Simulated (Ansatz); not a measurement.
Species: FeBr₂, charge 0, multiplicity 5. The spin state was set by rule; other spins were not relaxed. 
Geometry from a B3LYP-D3(BJ)/def2-TZVP (Ansatz, an electronic-structure program) optimisation:
```
Fe
Br 1 2.2922
Br 1 2.2922 2 180.00
```
Charge 0, spin multiplicity 5.

Basis-set convergence of Hartree-Fock and CCSD(T) correlation energies (hartree) with Ansatz. Valence correlation only, unless marked. UHF or UKS for open shells. No spin-orbit coupling. Frozen are the shells of the preceding noble gas and the d and f shells that filled before the atom's block. Non-relativistic.

```
basis        functions        E(HF)  E(corr, CCSD(T))
-----------  ---------  -----------  ----------------
def2-SVPD          116  -6406.64064          -0.40571
def2-TZVPPD        181          ___               ___
```

Task: Complete the blanks.

Result: 
- def2-TZVPPD, E(HF): -6407.43524
- def2-TZVPPD, E(corr, CCSD(T)): -0.56095
